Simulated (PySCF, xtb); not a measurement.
CH₅S, SMILES C[SH2+], charge +1.

Harmonic wavenumbers (cm⁻¹) from GFN2-xTB in xtb at its own minimum, in rising order: 220, 695, 719, 763, 988, 1005, 1087, 1325, 1391, 1407, 2274, 2284, 3046, 3050, 3067.

**Question.** What does B3LYP-D3(BJ)/def2-TZVP (PySCF 2.14.0) give at its own minimum? (The exact figures need the calculation; the answer reports its results.)

**Answer.** 239, 633, 750, 779, 1059, 1110, 1205, 1371, 1458, 1460, 2614, 2624, 3069, 3166, 3192. Paired by order, the mean absolute difference is 102 cm⁻¹ and the zero-point energies are 33.3 and 35.4 kcal/mol.
